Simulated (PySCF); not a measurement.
Gas-phase reaction: GeO + 2 GeCl₃ → O + 3 GeCl₂

Energies from PySCF, thermal terms from the rigid-rotor harmonic-oscillator model, ideal gas at 1 bar. † marks an energy on the PBE0/def2-TZVP geometry and frequencies; other levels use their own. MP2 and CCSD(T) freeze the core. Open shells (unrestricted): GeCl₃ (multiplicity 2), O (multiplicity 3, electronic degeneracy 9); the rest are closed-shell singlets. Spin-orbit splitting is ignored; it lowers the true energy and changes the entropy of O. B3LYP is the form with VWN-RPA correlation. Ge: all electrons, no relativistic terms. GeCl₃: computed as isolated molecules; such fragments, hydroxides, amides, oligomers or adducts are transient or little studied in the gas. MP2 isn't extrapolated to the basis-set limit; its ΔH°(298 K) is 332.1 kJ in def2-SVP and 342.2 kJ in def2-TZVPP. CCSD(T) isn't extrapolated to the basis-set limit. The harmonic model lacks anharmonicity and excited electronic states, which grow with temperature; levels with a mode under 35 cm⁻¹ are left out. Warning, large T1 diagnostic: GeO (CCSD(T)/def2-SVP†).

| level | ΔE electronic, kJ | ΔH°(298 K), kJ | ΔS°(298 K), J/K | ΔG°(1600 K), kJ |
|---|---|---|---|---|
| B3LYP/def2-TZVP† | 238 | 231 | 152 | -7 |
| CCSD(T)/def2-SVP† | 266 | 259 | 152 | 21 |
| M06-2X/def2-TZVP† | 294 | 287 | 152 | 49 |
| MP2/def2-SVP† | 339 | 332 | 152 | 94 |
| MP2/def2-TZVPP† | 349 | 342 | 152 | 104 |
| PBE/def2-TZVP† | 297 | 290 | 152 | 52 |
| PBE0/def2-TZVP | 263 | 256 | 152 | 18 |
| ωB97M-V/def2-TZVP† | 259 | 252 | 152 | 14 |
| ωB97X-V/def2-TZVP† | 274 | 267 | 152 | 29 |
ΔH° is lowest at B3LYP/def2-TZVP† and highest at MP2/def2-TZVPP†. No reference value is set beside these.
